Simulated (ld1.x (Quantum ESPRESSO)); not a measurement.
**What one change does to a pseudopotential (carbon, ultrasoft)**

```json
{
 "Element": "carbon",
 "Generator": "ld1.x (Quantum ESPRESSO) 7.5",
 "Type": "ultrasoft",
 "Functional": "Wu–Cohen",
 "Relativity": "scalar-relativistic",
 "Frozen core": "[He]",
 "Valence charge": "4",
 "Reference configuration": "2s1 2p3",
 "Partial waves": "2s (bound): rcut 0.95, rcutus 1.30 bohr; 2s channel at -0.6 Ry: rcut 0.95, rcutus 1.30 bohr; 2p (bound): rcut 2.25, rcutus 2.45 bohr; 2p channel at 2.15 Ry: rcut 2.25, rcutus 2.45 bohr; 3d channel at 0.15 Ry: rcut 1.75, rcutus 2.45 bohr",
 "Local potential": "all-electron potential smoothed inside 1.95 bohr (lloc = -1)",
 "Core correction": "none",
 "Augmentation charge": "PSQ, inside the norm-conserving radii"
}
```

All-electron outer shells of the reference configuration (Wu–Cohen, scalar-relativistic, ld1.x):

```
shell  level (eV)  outermost node (bohr)  outermost maximum (bohr)
   1s     -273.70                      –                      0.17
   2s      -14.12                   0.38                      1.22
   2p       -5.67                      –                      1.20
```

Change: all radii scaled by about 0.79 (s 1.02, p 1.94, d 1.94 bohr, rcut 0.76/1.78/1.38); local potential all-electron potential smoothed inside 1.54 bohr (lloc = -1).

Cutoffs: the cutoffs (Ry, on a coarse ladder) from which the occupation-weighted sum of valence levels, in a spherical-Bessel basis at the reference potential, stays within 10 and 1 mRy of its value at 400 Ry; they do not see the model core or the augmentation charge, which bear on the density cutoff. Errors are all-electron minus pseudo energies relative to the spin-unpolarised reference configuration.

Problem. How do hardness, ghosts and transferability respond?

Solution. The potential gets harder (12 Ry and 15 Ry → 30 Ry and 40 Ry); a bound ghost appears in s, which as a rule spoils a file; of the 7 tests that both files solve, the error grows in 5 and shrinks in 1 by more than 15 % and 0.3 meV (median size 5.5 → 20.8 meV). A smaller radius makes the pseudo-wave follow the all-electron one further in, where it bends more sharply, so more plane waves are needed.

```csv
quantity,base,changed
"cutoff, loose",12 Ry,30 Ry
"cutoff, tight",15 Ry,40 Ry
loose cutoff by channel (10 mRy a level),"s 8 Ry, p 10 Ry","s 30 Ry, p 15 Ry"
bound ghosts,none,s
"error for 2s2 2p2, meV [ΔE -8.43 eV]",-0.2,+20
"error for 2s2 2p1, meV [ΔE 2.38 eV]",+24,+26
"error for 2s2 2p0, meV [ΔE 26.45 eV]",+191,+100
"error for 2s2 2p2.3, meV [ΔE -9.58 eV]",-1.5,+18
"error for 2s0 2p4, meV [ΔE 8.45 eV]",+1.2,+21
"error for 2s1 2p2, meV [ΔE 11.10 eV]",+5.5,-9.1
"error for 2s2 2p1.5, meV [ΔE -4.49 eV]",+6.3,+23
lowest overlap eigenvalue by channel,"s 0.39, p 0.80, d 0.94","s 0.71, p 0.39, d 0.83"
```

 A true bound ghost makes a file unfit for plane-wave use even where its test errors are small: the radial tests pick states by their node count and pass the ghost by.
